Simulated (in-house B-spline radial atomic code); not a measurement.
Configurations of Sb²⁺, with energies counted from [Kr] 4d10 5s2 5p1. Level of theory: Dirac-Hartree-Fock, average of configuration, Fermi nucleus of rms radius 4.6802 fm; calculated with an all-electron radial atomic-structure program (B-spline basis). Energies include first-order Breit, QED and recoil terms.

Occupations are held fixed; configurations that lie above the ionisation limit could autoionise.

```
        configuration  E - E(ref) (eV)  highest orbital  its <r> (bohr)
    [Kr] 4d10 5s2 6d1           16.865            6d5/2           7.684
    [Kr] 4d10 5s2 5g1           19.134            5g9/2           9.148
    [Kr] 4d10 5s2 8p1           19.898            8p3/2           14.63
    [Kr] 4d10 5s2 9s1           20.731            9s1/2            18.6
[Kr] 4d10 5s1 5p1 6d1           25.222            6d5/2           7.609
[Kr] 4d10 5s1 5p1 5g1           27.569            5g7/2           9.137
[Kr] 4d10 5s1 5p1 7f1           29.834            7f5/2           20.96
 [Kr] 4d9 5s2 5p1 6f1           55.902            6f5/2           14.23
```

(1) Order these further configurations by energy, lowest first.
A. [Kr] 4d10 5s2 9d1
B. [Kr] 4d10 5s1 5p2
C. [Kr] 4d10 5s2 6p1
D. [Kr] 4d10 5s2 9f1
E. [Kr] 4d10 5s2 8s1

(2) How far above the reference does [Kr] 4d9 5s2 5p2 lie?

(3) How far above the reference does [Kr] 4d10 4f1 5s2 lie?

(4) How far above the reference does [Kr] 4d9 5s2 5p1 8f1 lie?

Answers

(1) B (8.5733 eV), C (13.445 eV), E (19.294 eV), A (21.648 eV), D (22.465 eV).

(2) 33.76 eV; its least bound orbital is 5p3/2 with <r> = 2.435 bohr.

(3) 16.086 eV; its least bound orbital is 4f5/2 with <r> = 5.482 bohr.

(4) 57.537 eV; its least bound orbital is 8f5/2 with <r> = 27.57 bohr.
